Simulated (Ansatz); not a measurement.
A nudged elastic band was laid between two geometries of CH3AgS (6 atoms, charge 0, multiplicity 1).

All numbers below come from Ansatz, RKS r2SCAN-D4/def2-SVP.

```
movable images  : 5
climbing image  : yes
spring          : 5.0 eV/Å²
optimiser       : quadratic models (default)
start path      : through a guess of the saddle point
force threshold : 0.05 eV/Å
iteration limit : 40
end points      : relaxed
```

First end point:

```xyz
6
Properties=species:S:1:pos:R:3
C -0.384 0.384 -0.293
S 0.016 -1.375 0.014
Ag 1.898 -1.295 1.366
H -1.279 0.384 -0.935
H 0.419 0.910 -0.829
H -0.628 0.927 0.631
```

Last end point:

```xyz
6
Properties=species:S:1:pos:R:3
C -0.384 0.434 -0.207
S 0.011 -0.717 1.159
Ag 1.902 -1.837 0.422
H -0.618 -0.092 -1.145
H 0.417 1.166 -0.385
H -1.285 0.983 0.110
```

Problem. What changes between the two ends?

Solution. No bond is made or broken. The dihedral H5–C1–S2–Ag3 goes from 62 to -62°. The two ends are copies of one structure, up to a mirror image or an exchange of like atoms.

Problem. What energy profile does the band end with?

Solution. The run converged. The highest image is number 3 of 0 to 6, 5.3 kJ/mol above the ends, which have the same energy within 2 meV. A vibrational analysis at the climbing image gives one clearly imaginary mode, 145i cm⁻¹: a first-order saddle point.

| image | path coordinate (Å) | energy (kJ/mol) | dihedral H5–C1–S2–Ag3 (°) |
| --- | --- | --- | --- |
| 0 | 0.00 | 0.0 | 62 |
| 1 | 0.39 | 1.3 | 42 |
| 2 | 0.79 | 3.9 | 22 |
| 3 | 1.18 | 5.3 | 0 |
| 4 | 1.57 | 3.9 | -22 |
| 5 | 1.96 | 1.3 | -43 |
| 6 | 2.36 | 0.0 | -62 |

Problem. What is the geometry of the highest image?

Solution. 
```xyz
6
Properties=species:S:1:pos:R:3
C -0.418 0.400 -0.251
S -0.198 -1.132 0.737
Ag 2.090 -1.488 0.835
H -1.026 0.173 -1.139
H 0.534 0.831 -0.587
H -0.940 1.152 0.360
```

Problem. What are the harmonic wavenumbers there?

Solution. 145i, 158, 325, 700, 935, 949, 1318, 1445, 1453, 3040, 3141, 3170 cm⁻¹.

Run time: 3.4 min on 1 thread of Arm Neoverse V1 (shared host), peak memory 0.16 GiB.
